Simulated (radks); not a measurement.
The table gives one normalised radial function P(r) = r R(r) of Ru13+ in [Ar] 3d10 4s2 4p1 (r in bohr). All-electron calculation, scalar-relativistic Kohn-Sham, PBE, spin-polarised, spherical densities, finite nucleus; open shells are filled with parallel spins first (spin-orbit coupling, left out, can overturn this in heavy ions); Fermi nuclear charge, rms radius 4.4809 fm. Program: a radial shooting solver on a logarithmic mesh with Libxc functionals.

r,P
0.001463,0.0029
0.001663,0.0037
0.001875,0.0046
0.002131,0.0058
0.002422,0.0073
0.002731,0.0090
0.003104,0.0113
0.003528,0.0142
0.003977,0.0176
0.004521,0.0222
0.005097,0.0274
0.005793,0.0344
0.006584,0.0431
0.007423,0.0532
0.008437,0.0665
0.009589,0.0828
0.01081,0.1014
0.01229,0.1256
0.01385,0.1529
0.01575,0.1877
0.0179,0.2292
0.02018,0.2748
0.02293,0.3313
0.02586,0.3917
0.02939,0.4640
0.0334,0.5435
0.03766,0.6231
0.0428,0.7104
0.04865,0.7957
0.05485,0.8684
0.06234,0.9303
0.07029,0.9651
0.07989,0.9668
0.0908,0.9204
0.1024,0.8238
0.1164,0.6566
0.1322,0.4206
0.1491,0.1406
0.1695,-0.2076
0.1911,-0.5607
0.2172,-0.9359
0.2468,-1.2739
0.2783,-1.5240
0.3163,-1.6903
0.3566,-1.7364
0.4053,-1.6675
0.4606,-1.4931
0.5194,-1.2621
0.5903,-0.9817
0.6709,-0.7053
0.7564,-0.4785
0.8597,-0.2887
0.9694,-0.1633
1.102,-0.0792
1.252,-0.0335
1.412,-0.0131
1.605,-0.0041
1.824,-0.0010
2.056,-0.0002
2.337,0.0000
2.635,0.0000
2.995,0.0000

Which n and l does it have? It may be an empty orbital.

Answer. n = 3, l = 1: the number of nodes gives n - l - 1 = 1, the rise at small r (about r^(l+1), flatter next to the nucleus through relativity) gives l, and the extent must fit the shell. The curve is that of 3p up; the table hardly tells the two spins apart. 3p up: eigenvalue -722.47 eV, 1 radial node at r = 0.157 bohr, <r> = 0.399 bohr, 90 % of the charge inside 0.601 bohr.
